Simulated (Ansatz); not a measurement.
`F[Si]1(Cl)[O][AlH]1`. The species carries charge 0 and has multiplicity 1.

```
atom   x (Å)   y (Å)   z (Å)
  F1  -2.198  -0.238  -0.247
 Si2  -0.755  -0.038   0.388
 Cl3  -1.000  -0.479   2.367
  O4   0.410  -0.940  -0.366
 Al5   1.118   0.627  -0.692
  H6   2.426   1.067  -1.449
```

Question: Give the diagnostics of a CCSD(T)/def2-TZVPP run (frozen core, Ansatz). (Estimate.)

Answer: Ansatz gave: T1 = 0.0145, largest single amplitude 0.029, largest double 0.069, (T) share of the correlation energy 3.8 %, 11 CCSD cycles. The RHF solution is stable towards an unrestricted one. T1 lies under the customary mark of 0.02 for closed shells.
